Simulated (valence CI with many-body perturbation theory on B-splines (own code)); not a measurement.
Yb65+: electric-dipole lines

Calculated by relativistic CI+MBPT: three valence electrons over a frozen Dirac-Fock core [He], a basis of 11 s, 11 p, 9 d, 7 f, 5 g, 2 h, 1 i functions for each j, with the one-electron correlation potential Σ1 (screened to all orders), the two-electron term Σ2, the three-electron term Σ3, Breit, model QED; selected single and double excitations, second order for the rest (own B-spline code, finite nucleus).

The last digits are not significant, and no measured levels were compared; by estimate large intervals hold to a few tenths of a per cent, small ones and those within an open d or f shell to about a per cent.

Lines 151 to 200 of 280 in falling wavelength, among levels below 845.46 Ry, chosen from the strongest by gf and those to the six lowest levels. Wavelengths and rates use the calculated energies. Electric multipoles are in the length gauge, E1 and E2 with the static RPA response of the core. Weak lines are less certain than strong ones. Lines between different terms over intervals too small for the method are left out, as are lines whose strength nearly cancels. The highest levels of a list are the least certain.

Levels are named by their leading jj configuration (3d3/2^4 stands for four electrons in 3d with j = 3/2), which in mixed levels can hold well under half, so a name can repeat and another be missing. Letters in brackets count levels of one name in rising energy.

```tsv
λ vac (nm)	Upper	Lower	A (s⁻¹)	S (a.u.)
0.1427	(2s 2p1/2 3d5/2) J=3/2	(2s 2p1/2 2p3/2) J=1/2	9.40e+14	5.39e-03
0.1425	(2p1/2 2p3/2 3d5/2) J=5/2 [b]	(2p1/2 2p3/2^2) J=5/2	6.28e+14	5.38e-03
0.1425	(2s 2p1/2 3d3/2) J=3/2 [b]	(2s 2p1/2 2p3/2) J=3/2 [a]	1.18e+14	6.74e-04
0.1424	(2p1/2 2p3/2 3d5/2) J=3/2 [a]	(2p1/2 2p3/2^2) J=3/2	8.25e+14	4.71e-03
0.1424	(2p1/2 2p3/2 3d5/2) J=5/2 [a]	(2p1/2 2p3/2^2) J=3/2	8.30e+14	7.10e-03
0.1424	(2s 2p1/2 3d3/2) J=1/2	(2s 2p1/2 2p3/2) J=3/2 [a]	2.93e+13	8.34e-05
0.1424	(2p1/2 2p3/2 3d5/2) J=7/2 [b]	(2p1/2 2p3/2^2) J=5/2	1.97e+15	2.25e-02
0.1423	(2p1/2 2p3/2 3d5/2) J=3/2 [b]	(2p1/2 2p3/2^2) J=5/2	1.47e+14	8.38e-04
0.1422	(2s 2p1/2 3d5/2) J=5/2 [a]	(2s 2p1/2 2p3/2) J=5/2	2.49e+13	2.12e-04
0.1421	(2p1/2 2p3/2 3d5/2) J=5/2 [b]	(2p1/2 2p3/2^2) J=3/2	1.18e+15	1.01e-02
0.1419	(2s 2p3/2 3d5/2) J=5/2 [b]	(2s 2p3/2^2) J=3/2	1.37e+15	1.16e-02
0.1419	(2s 2p3/2 3d5/2) J=3/2 [b]	(2s 2p3/2^2) J=3/2	3.53e+14	1.99e-03
0.1419	(2s 2p3/2 3d5/2) J=3/2 [b]	(2s 2p3/2^2) J=1/2	8.66e+14	4.88e-03
0.1418	(2p1/2 2p3/2 3p3/2) J=5/2 [a]	(2s 2p3/2^2) J=3/2	4.18e+14	3.53e-03
0.1418	(2s 2p1/2 3d5/2) J=7/2	(2s 2p1/2 2p3/2) J=5/2	1.24e+15	1.40e-02
0.1417	(2s 2p3/2 3d5/2) J=5/2 [a]	(2s 2p3/2^2) J=5/2	1.00e+15	8.43e-03
0.1416	(2s 2p1/2 3d5/2) J=5/2 [a]	(2s 2p1/2 2p3/2) J=3/2 [a]	1.13e+15	9.47e-03
0.1416	(2s 2p1/2 3d5/2) J=5/2 [b]	(2s 2p1/2 2p3/2) J=5/2	1.56e+14	1.31e-03
0.1416	(2s 2p1/2 3d5/2) J=3/2	(2s 2p1/2 2p3/2) J=5/2	8.76e+12	4.90e-05
0.1416	(2s 2p3/2 3d5/2) J=7/2 [a]	(2s 2p3/2^2) J=5/2	1.75e+15	1.96e-02
0.1414	(2s^2 3d5/2) J=5/2	(2s^2 2p3/2) J=3/2	1.24e+15	1.04e-02
0.1409	(2s 2p1/2 3d5/2) J=5/2 [b]	(2s 2p1/2 2p3/2) J=3/2 [a]	9.88e+13	8.19e-04
0.1409	(2s 2p1/2 3d5/2) J=3/2	(2s 2p1/2 2p3/2) J=3/2 [a]	5.81e+13	3.21e-04
0.1409	(2p1/2^2 3p3/2) J=3/2	(2s 2p1/2 2p3/2) J=1/2	2.47e+13	1.36e-04
0.1406	(2s 2p1/2 3p3/2) J=5/2	(2s^2 2p3/2) J=3/2	5.19e+13	4.28e-04
0.1405	(2s 2p3/2 3d5/2) J=7/2 [b]	(2s 2p3/2^2) J=5/2	4.13e+14	4.53e-03
0.1392	(2p1/2^2 3p3/2) J=3/2	(2s 2p1/2 2p3/2) J=3/2 [a]	1.36e+12	7.23e-06
0.1351	(2s^2 3p1/2) J=1/2	(2s 2p1/2^2) J=1/2	1.47e+12	3.57e-06
0.1344	(2p1/2^2 3d5/2) J=5/2	(2s^2 2p3/2) J=3/2	6.66e+11	4.78e-06
0.1340	(2s 2p3/2 3s) J=3/2 [a]	(2s 2p1/2 2p3/2) J=1/2	4.35e+12	2.07e-05
0.1339	(2s 2p1/2 3s) J=1/2 [a]	(2s 2p1/2^2) J=1/2	2.62e+13	6.22e-05
0.1335	(2s 2p1/2 3s) J=3/2	(2s 2p1/2^2) J=1/2	5.09e+13	2.39e-04
0.1334	(2s 2p3/2 3s) J=5/2	(2s 2p1/2 2p3/2) J=5/2	3.63e+13	2.55e-04
0.1331	(2s 2p1/2 3s) J=1/2 [b]	(2s 2p1/2^2) J=1/2	9.53e+12	2.22e-05
0.1330	(2s 2p3/2 3s) J=1/2	(2s 2p1/2 2p3/2) J=1/2	9.50e+12	2.21e-05
0.1330	(2s 2p3/2 3s) J=3/2 [a]	(2s 2p1/2 2p3/2) J=5/2	3.20e+13	1.49e-04
0.1329	(2s 2p3/2 3s) J=3/2 [b]	(2s 2p1/2 2p3/2) J=1/2	1.69e+13	7.85e-05
0.1328	(2s 2p3/2 3s) J=5/2	(2s 2p1/2 2p3/2) J=3/2 [a]	2.82e+13	1.96e-04
0.1328	(2s^2 3s) J=1/2	(2s^2 2p1/2) J=1/2	5.22e+13	1.20e-04
0.1325	(2s 2p3/2 3s) J=3/2 [a]	(2s 2p1/2 2p3/2) J=3/2 [a]	8.93e+12	4.10e-05
0.1304	(2s^2 3p3/2) J=3/2	(2s 2p1/2^2) J=1/2	7.16e+12	3.13e-05
0.1298	(2p1/2 2p3/2 3p1/2) J=1/2	(2s 2p1/2 2p3/2) J=1/2	6.79e+13	1.47e-04
0.1297	(2p1/2 2p3/2 3p1/2) J=3/2 [a]	(2s 2p1/2 2p3/2) J=1/2	1.99e+14	8.56e-04
0.1296	(2p1/2 2p3/2 3p1/2) J=5/2	(2s 2p1/2 2p3/2) J=3/2 [b]	2.95e+14	1.90e-03
0.1295	(2s 2p1/2 3p1/2) J=1/2 [a]	(2s^2 2p1/2) J=1/2	1.55e+14	3.33e-04
0.1292	(2s 2p3/2 3p1/2) J=3/2 [a]	(2s^2 2p3/2) J=3/2	1.34e+14	5.71e-04
0.1292	(2s 2p3/2 3p1/2) J=5/2	(2s^2 2p3/2) J=3/2	3.46e+14	2.21e-03
0.1291	(2s 2p1/2 3p1/2) J=3/2	(2s^2 2p1/2) J=1/2	4.05e+14	1.72e-03
0.1289	(2p1/2 2p3/2 3p1/2) J=3/2 [b]	(2s 2p1/2 2p3/2) J=1/2	5.36e+13	2.27e-04
0.1289	(2p1/2^2 3p1/2) J=1/2	(2s 2p1/2^2) J=1/2	7.78e+14	1.64e-03
```
